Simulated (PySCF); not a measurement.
A small calculation by hand: dipole moment from atomic charges

trichloro(chlorosilyl)silane (Cl₄H₂Si₂), SMILES [SiH2](Cl)[Si](Cl)(Cl)Cl. Atoms are numbered in the order given.

```xyz
8

Si     1.2132     1.3540     0.0000
Cl    -0.1834     2.8758     0.0000
Si     0.0066    -0.6177     0.0000
Cl    -1.1782    -0.7189     1.6647
Cl    -1.1782    -0.7189    -1.6647
Cl     1.2938    -2.2142     0.0000
H      2.0525     1.4443     1.2218
H      2.0525     1.4443    -1.2218
```
Charge 0, spin multiplicity 1.

The structure is a stationary point at ωB97X-D3(BJ)/def2-SVP. One conformer was computed; it need not be the lowest.

Charges (e) from PySCF with PBE/def2-TZVP:

```json
[
 {"atom": "Si1", "IAO": "0.481", "Mulliken": "0.207"},
 {"atom": "Cl2", "IAO": "-0.287", "Mulliken": "-0.202"},
 {"atom": "Si3", "IAO": "0.786", "Mulliken": "0.479"},
 {"atom": "Cl4", "IAO": "-0.267", "Mulliken": "-0.162"},
 {"atom": "Cl5", "IAO": "-0.267", "Mulliken": "-0.162"},
 {"atom": "Cl6", "IAO": "-0.274", "Mulliken": "-0.170"},
 {"atom": "H7", "IAO": "-0.086", "Mulliken": "0.006"},
 {"atom": "H8", "IAO": "-0.086", "Mulliken": "0.006"}
]
```

The dipole moment of the full density is 1.21 D.

Question: What dipole moment does each set of point charges give, and which comes closer to that of the density?

Answer: 
μ = Σ q r, and 1 e Å = 4.8032 D.
IAO: Σ q r = (0.563, 0.083, 0.000) e Å, |μ| = 2.73 D.
Mulliken: Σ q r = (0.478, 0.030, 0.000) e Å, |μ| = 2.30 D.
Mulliken comes closer in size. Point charges leave out the atoms' own dipoles (lone pairs, polarised bonds); fits to the potential absorb them, partitions of the density don't.
